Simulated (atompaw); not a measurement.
Logarithmic derivatives: Zn (Z = 30), PAW (atompaw)

```
Element                 : zinc
Generator               : atompaw 4.2.0.5
Type                    : PAW
Functional              : LDA (PW92)
Relativity              : scalar-relativistic
Frozen core             : [Ne]
Valence charge          : 20
Reference configuration : 3s2 3p6 3d10 4s2 4p0
Partial waves           : 3s (bound); 4s (bound); 3p (bound); 4p (bound, empty); 3d (bound); 3d channel at -0.05 Ry
Local potential         : troulliermartins scheme with l = 3 at 0 Ry, radius 1.45 bohr
Core correction         : smooth core density matched at 0.95 bohr
Augmentation charge     : sinc compensation charge, radius 1.45 bohr; PAW radius 1.55 bohr; waves and projectors: bloechl
```

The phase is arctan(r·u′/u) with u = r·R(r), unwrapped; energies in Ry, scanned from -11 to 5 Ry. A pole is an energy at which the radial function vanishes at the test radius. The pseudo phase is shifted by a multiple of π to meet the all-electron one at the reference energy, and phase errors are pseudo minus all-electron; the curves can meet again beyond the range given. Levels narrower than the energy grid can be missing from the lists of poles.

```tsv
channel	radius (bohr)	reference energy (Ry)	poles, all-electron	poles, pseudo	unbroken range about the reference energy with phases within 0.05 rad	phase error 1 Ry above the reference energy (rad)
s	1.56	-0.46	-9.27	-9.27	the whole range	-0.001
p	1.56	-0.09	-5.83	-5.83	the whole range	+0.000
d	1.56	-0.77	-0.06	-0.06	the whole range	+0.000
```

Phases in the p channel:

```
E (Ry)  all-electron  pseudo
-11.00         1.355   1.355
-10.76         1.351   1.351
-10.52         1.347   1.348
-10.28         1.343   1.343
-10.04         1.339   1.339
 -9.80         1.334   1.334
 -9.56         1.329   1.329
 -9.32         1.323   1.323
 -9.08         1.317   1.317
 -8.84         1.309   1.310
 -8.60         1.301   1.301
 -8.36         1.291   1.291
 -8.12         1.279   1.279
 -7.88         1.264   1.264
 -7.64         1.245   1.245
 -7.40         1.218   1.218
 -7.16         1.177   1.177
 -6.92         1.106   1.106
 -6.68         0.946   0.946
 -6.44         0.338   0.339
 -6.20        -1.091  -1.091
 -5.96        -1.489  -1.489
 -5.72        -1.614  -1.614
 -5.48        -1.675  -1.675
 -5.24        -1.713  -1.713
 -5.00        -1.739  -1.739
 -4.76        -1.760  -1.760
 -4.52        -1.777  -1.776
 -4.28        -1.791  -1.791
 -4.04        -1.805  -1.805
 -3.80        -1.817  -1.817
 -3.56        -1.829  -1.829
 -3.32        -1.841  -1.841
 -3.08        -1.853  -1.853
 -2.84        -1.865  -1.865
 -2.60        -1.878  -1.878
 -2.36        -1.891  -1.891
 -2.12        -1.905  -1.905
 -1.88        -1.919  -1.919
 -1.64        -1.935  -1.935
 -1.40        -1.952  -1.952
 -1.16        -1.971  -1.971
 -0.92        -1.991  -1.991
 -0.68        -2.014  -2.014
 -0.44        -2.039  -2.039
 -0.20        -2.067  -2.067
  0.04        -2.099  -2.099
  0.28        -2.136  -2.136
  0.52        -2.179  -2.179
  0.76        -2.228  -2.228
  1.00        -2.286  -2.285
  1.24        -2.354  -2.354
  1.48        -2.436  -2.436
  1.72        -2.534  -2.534
  1.96        -2.651  -2.651
  2.20        -2.790  -2.789
  2.44        -2.950  -2.949
  2.68        -3.128  -3.125
  2.92        -3.313  -3.310
  3.16        -3.494  -3.490
  3.40        -3.660  -3.656
  3.64        -3.806  -3.802
  3.88        -3.930  -3.927
  4.12        -4.034  -4.031
  4.36        -4.121  -4.118
  4.60        -4.193  -4.190
  4.84        -4.254  -4.252
```
